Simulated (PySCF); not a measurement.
C₅H₄O₂. Atoms are numbered in the order given.

```xyz
11

C      0.0000     0.0000     2.9031
C      0.0000     0.0000     1.5921
C      0.0000     0.0000     0.2753
O      0.0000     1.1265    -0.5265
C      0.0000     0.6681    -1.8289
C      0.0000    -0.6681    -1.8289
O      0.0000    -1.1265    -0.5265
H      0.9312     0.0000     3.4885
H     -0.9312     0.0000     3.4885
H      0.0000     1.4155    -2.6147
H      0.0000    -1.4155    -2.6147
```
Charge 0, spin multiplicity 1.

The structure is a stationary point at TPSSh-D3(BJ)/def2-SVP. The structure was generated by enumeration, and PubChem lists no compound with its InChIKey, so it may never have been made.

These are KT2/pcSseg-1 (PySCF) values and carry that method's errors.

GIAO shieldings, no solvent; atoms alike by connectivity are averaged. δ = σ(ref) − σ: ¹³C against TMS (σ = 185.1 ppm); ¹⁷O against H2O (σ = 330.4 ppm); ¹H against TMS (σ = 31.47 ppm), references at their B3LYP-D3(BJ)/def2-TZVP geometries, non-relativistic.

```json
[
 {"nucleus": "¹³C", "atoms": "C2", "count": "1", "δ (ppm)": "203.9"},
 {"nucleus": "¹³C", "atoms": "C3", "count": "1", "δ (ppm)": "161.3"},
 {"nucleus": "¹³C", "atoms": "C5, C6", "count": "2", "δ (ppm)": "130.9"},
 {"nucleus": "¹³C", "atoms": "C1", "count": "1", "δ (ppm)": "109.1"},
 {"nucleus": "¹⁷O", "atoms": "O4, O7", "count": "2", "δ (ppm)": "164.3"},
 {"nucleus": "¹H", "atoms": "H10, H11", "count": "2", "δ (ppm)": "7.10"},
 {"nucleus": "¹H", "atoms": "H8, H9", "count": "2", "δ (ppm)": "7.09"}
]
```
